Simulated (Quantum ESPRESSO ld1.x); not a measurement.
Question: As3+, configuration [Ar] 3d10 4s1 5d1 (not the ground configuration). All-electron calculation, scalar-relativistic Kohn-Sham, LDA (Slater exchange, Perdew-Wang correlation), spin-polarised, spherical densities, point nucleus; open shells are filled with parallel spins first. Program: ld1.x of Quantum ESPRESSO 7.5. Some entries of the table are withheld. Estimate them.

orbital,occ.,eigenvalue (hartree),<1/r> (bohr^-1)
1s up,1,-431.591,33.42
1s down,1,-431.586,33.42
2s up,1,-56.1801,7.357
2s down,1,-56.1768,7.357
2p up,3,-49.5191,7.217
2p down,3,-49.5158,7.217
3s up,1,-8.58842,2.384
3s down,1,-8.58214,2.385
3p up,3,-6.52650,2.234
3p down,3,-6.51911,2.236
3d up,5,-3.11817,1.921
3d down,5,-3.10624,1.928
4s up,1,-1.92691,0.7908
4s down,0,-1.85479,0.7930
5d up,1,(1),0.2558
5d down,0,(2),0.2484

Answer: 
(1) 5d up eigenvalue (hartree): -0.44661
(2) 5d down eigenvalue (hartree): -0.41048
